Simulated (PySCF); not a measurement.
Run record: EPR job, `[O]CO[SiH2]B(F)F` [radical].

Method: UKS B3LYP, pcH-1 on B C F H O Si, non-relativistic, mean-field spin-orbit, GIAO (PySCF 2.14.0). Geometry: GFN2-xTB. A driver script takes a list of jobs; this job's settings line and coordinates (Å) are shown.

Command:
```bash
OMP_NUM_THREADS=1 python probes_run.py task.json out
```

Input:
```
{"job": {"kind": "epr", "basis": "pcH-1"}, "charge": 0, "multiplicity": 2}
O      2.648972    -0.981400    -0.956672
C      1.977455    -0.244473    -0.169988
O      0.598864    -0.452631    -0.125147
Si    -0.627902     0.485633     0.383614
B     -2.286259    -0.404686    -0.211883
F     -2.385819    -1.560113    -0.825672
F     -3.466406     0.142746     0.017393
H      2.161965     0.855331    -0.339550
H      2.342318    -0.338819     0.895175
H     -0.523132     0.643478     1.847440
H     -0.434632     1.857605    -0.121506
```

Task: What does the run print?

Result: 
```
UKS, coarse grid
  cycle   1  E = -704.82911492  |g| = 8.39e-01
  cycle   2  E = -704.16839139  |g| = 1.57e+00
  cycle   3  E = -705.07438266  |g| = 1.76e-01
  cycle   4  E = -705.07718227  |g| = 1.84e-01
  cycle   5  E = -705.08895633  |g| = 3.68e-02
  cycle   6  E = -705.08947729  |g| = 2.26e-02
  cycle   7  E = -705.08971301  |g| = 7.38e-03
  cycle   8  E = -705.08973826  |g| = 2.89e-03
  cycle   9  E = -705.08974145  |g| = 6.08e-04
UKS, final grid
  cycle   1  E = -705.08979123  |g| = 8.61e-04
  cycle   2  E = -705.08979090  |g| = 1.42e-03
  cycle   3  E = -705.08979147  |g| = 9.74e-05
  cycle   4  E = -705.08979148  |g| = 5.40e-05
  cycle   5  E = -705.08979148  |g| = 4.10e-05
  cycle   6  E = -705.08979148  |g| = 1.63e-05
E = -705.08979148 Eh   <S^2> = 0.7552 (exact 0.7500)
g shifts (ppm)      1          2          3
  rmc          -262       -262       -262
  gc            -10         20         46
  oz_so          17       5295      19272
  total        -255       5053      19055
hyperfine (MHz)  atom isotope    a_iso     a_fc   dipolar eigenvalues
    0   17O     -48.16     -46.03   -237.79    117.35    120.44
    1   13C     -63.28     -63.39     -7.94      2.69      5.26
    2   17O       7.18       7.33     -7.15      2.68      4.47
    3  29Si       1.00       1.00     -0.58      0.15      0.42
    4   11B       0.20       0.19     -0.24     -0.18      0.42
    5   19F       0.23       0.23     -0.68     -0.39      1.07
    6   19F      -0.40      -0.41     -0.47     -0.11      0.58
    7    1H     322.07     322.03     -7.87     -4.30     12.17
    8    1H     356.55     356.52     -8.29     -4.30     12.59
    9    1H       0.08       0.07     -1.11     -1.07      2.18
   10    1H      -1.37      -1.37     -1.38     -1.25      2.62
```

rmc, gc and oz_so are the mass-correction, gauge-correction and orbital-Zeeman/spin–orbit parts of the g shift along its three principal axes; a_iso is the isotropic hyperfine coupling and a_fc its Fermi-contact part. Atoms in this output count from 0.

Task: Get g_iso from the total shifts.

Result: Their mean is 7951 ppm; added to g_e = 2.002319 it gives 2.01027.

Task: How far is ⟨S²⟩ from the pure-spin value?

Result: S = 0.5 gives S(S+1) = 0.75; the run has 0.7552, 0.0052 more.

Main results: ⟨S²⟩ 0.755; g_iso 2.0103.

Geometry: GFN2-xTB, one conformer, isolated molecule.

Task: Estimate the wall time. Hardware: an Arm Neoverse V1 with one thread, no GPU, shared host with 32 logical CPUs at a one-minute load of 33. And the peak memory of the process?

Result: About 59 s (density and orbital grids were written too), with 0.82 GiB resident at the peak, the Python interpreter and its libraries included.
Labels such as C1 count atoms from 1, the log's own numbers from 0.
